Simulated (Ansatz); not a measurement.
SiNH₃F₄, closed shell: at the start structure of a reaction step.

Input (in.yaml):

```yaml
crystal:
  periodic: [false, false, false]
  atoms:
    - {symbol: Si, position_ang: [-0.822433, 0.224221, -0.382129]}
    - {symbol: F, position_ang: [-0.275526, -0.668773, -1.588678]}
    - {symbol: F, position_ang: [-2.231039, 0.608371, -1.036748]}
    - {symbol: F, position_ang: [-1.396022, -0.515770, 0.912351]}
    - {symbol: F, position_ang: [-0.261631, 1.711534, -0.221781]}
    - {symbol: H, position_ang: [1.096088, -1.281188, 0.569664]}
    - {symbol: N, position_ang: [1.010556, -0.275543, 0.469538]}
    - {symbol: H, position_ang: [1.104602, 0.144623, 1.387838]}
    - {symbol: H, position_ang: [1.775404, 0.052527, -0.110154]}
basis:
  gaussian: {orbitals: def2-TZVPP}
hamiltonian: {xc: {name: BHLYP}, dispersion: d4}
```

Launched with

```bash
ansatz run in.yaml --threads 8 --pin off --events-out ev --progress --plain --max-ram 19148MiB
```

Output of Ansatz 0.2.0:

```
Functional definition: BHLYP
  name "BHLYP"
  cite "Becke, J. Chem. Phys. 98, 1372 (1993) doi:10.1063/1.464304"
  cite "Becke, Phys. Rev. A 38, 3098 (1988) doi:10.1103/PhysRevA.38.3098"
  cite "Lee, Yang & Parr, Phys. Rev. B 37, 785 (1988) doi:10.1103/PhysRevB.37.785"
  parameter a = 0.5
  exchange = (1 - a)*b88_x + a*exact_x
  correlation = lyp_c
1356 factors; their error is unknown
mean field evaluation 1: about -20286.6299 eV, gradient 6.8e1 eV
mean field evaluation 2: about -20286.7210 eV, gradient 6.9e1 eV
mean field evaluation 4: about -20293.2198 eV, gradient 1.6e0 eV
mean field evaluation 8: about -20293.2231 eV, gradient 5.2e-2 eV
mean field evaluation 16: about -20293.3635 eV, gradient 2.9e-5 eV
mean field -20293.36350116 eV, -745.7673533319 hartree, gradient 2.9e-5 eV, S^2 0.000000; 0 other end points of the search recorded, 0 dependent functions left out
reference -20293.36364490 eV, -745.7673586143 hartree; 30, 30 occupied and 209, 209 virtual orbitals, 1356 factors
Total energy: -20293.55574063 eV, -745.7744180020 hartree
```

The run took about 1.5 s on 8 CPU threads of an Arm Neoverse V2 (shared host).
